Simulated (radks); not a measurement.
The rubidium ion Rb8+, configuration [Ar] 3d10 4s1. All-electron calculation, scalar-relativistic Kohn-Sham, PBEsol, spin-polarised, spherical densities, finite nucleus; open shells are filled with parallel spins first (spin-orbit coupling, left out, can overturn this in heavy ions); Fermi nuclear charge, rms radius 4.2036 fm. Program: a radial shooting solver on a logarithmic mesh with Libxc functionals.

Local quantities along the radius. ELF = 1/(1 + alpha^2) is the electron localisation function; alpha = (tau - tau_W)/tau_unif compares the Pauli kinetic energy density with that of the uniform gas (summed over spins); -r V(r) is the screened charge that the Kohn-Sham potential of spin up presents (atomic units); r v_xc is r times the local exchange-correlation potential of spin up (hartree bohr). tau is taken from the large components.

r (bohr)    ELF    alpha  -r V(r)    r v_xc
0.002272  1.000  0.02024    36.67  -0.09659
0.002582  1.000  0.02060    36.62   -0.1055
0.002935  1.000  0.02110    36.56   -0.1154
0.003336  1.000  0.02176    36.50   -0.1266
0.003791  0.999  0.02260    36.43   -0.1391
0.004309  0.999  0.02366    36.34   -0.1530
0.004897  0.999  0.02499    36.25   -0.1683
0.005566  0.999  0.02664    36.15   -0.1851
0.006326  0.999  0.02871    36.03   -0.2035
0.00719   0.999  0.03131    35.89   -0.2234
0.008171  0.999  0.03459    35.74   -0.2449
0.009287  0.999  0.03879    35.56   -0.2679
0.01047   0.998  0.04383    35.38   -0.2907
0.0119    0.997  0.05082    35.16   -0.3161
0.01353   0.996  0.06014    34.92   -0.3424
0.01537   0.995  0.07282    34.64   -0.3691
0.01747   0.992  0.09041    34.34   -0.3958
0.01986   0.987   0.1154    34.00   -0.4217
0.02257   0.978   0.1516    33.62   -0.4461
0.02565   0.960   0.2054    33.20   -0.4683
0.02916   0.924   0.2865    32.74   -0.4873
0.03314   0.857   0.4093    32.24   -0.5027
0.03766   0.741   0.5917    31.69   -0.5142
0.0428    0.583   0.8462    31.08   -0.5224
0.04865   0.429    1.154    30.42   -0.5292
0.05529   0.329    1.429    29.71   -0.5382
0.06284   0.298    1.535    28.95   -0.5572
0.07142   0.335    1.408    28.13   -0.5946
0.08118   0.436    1.138    27.27   -0.6505
0.09226   0.571   0.8674    26.36   -0.7143
0.1049    0.689   0.6714    25.39   -0.7754
0.1192    0.761   0.5603    24.36   -0.8267
0.1355    0.783   0.5266    23.29   -0.8624
0.154     0.751   0.5751    22.17   -0.8786
0.175     0.648   0.7366    21.02   -0.8745
0.1989    0.473    1.055    19.83   -0.8547
0.226     0.316    1.473    18.62   -0.8331
0.2569    0.263    1.673    17.41   -0.8407
0.292     0.329    1.427    16.25   -0.9091
0.3318    0.489    1.021    15.10   -0.9995
0.3771    0.651   0.7326    13.98    -1.082
0.4286    0.746   0.5842    12.92    -1.144
0.4872    0.780   0.5311    11.96    -1.170
0.5537    0.769   0.5474    11.14    -1.155
0.6243    0.718   0.6266    10.49    -1.104
0.7096    0.606   0.8060    9.940    -1.019
0.8064    0.437    1.136    9.513   -0.9182
0.9166    0.272    1.635    9.197   -0.8220
1.042     0.189    2.071    8.979   -0.7493
1.184     0.203    1.984    8.838   -0.7043
1.346     0.321    1.454    8.727   -0.6560
1.529     0.525   0.9503    8.600   -0.5659
1.738     0.714   0.6334    8.480   -0.4661
1.976     0.824   0.4615    8.422   -0.4172
2.245     0.874   0.3802    8.393   -0.3914
2.552     0.884   0.3628    8.319   -0.3188
2.9       0.858   0.4074    8.214   -0.2139
3.297     0.772   0.5439    8.122   -0.1221

On this mesh the ELF has minima near r = 0.063, 0.26, 1.0 bohr, which separate the shells, and maxima near 0.14 (0.78), 0.49 (0.78), 2.6 (0.88).

Self-consistent cycle (total energy in hartree, residual of the potential): 1: -2937.317859, 2e+01; 2: -2952.742194, 1e+01; 3: -2960.498146, 9e-01; 4: -2960.658947, 8e-01; 5: -2960.690942, 7e-03; 6: -2960.691068, 2e-03; 7: -2960.691072, 2e-04; 8: -2960.691071, 9e-05; 9: -2960.691071, 3e-05; 10: -2960.691071, 1e-05; 11: -2960.691071, 4e-06; 12: -2960.691071, 5e-07; 13: -2960.691071, 3e-08; 14: -2960.691071, 1e-09.
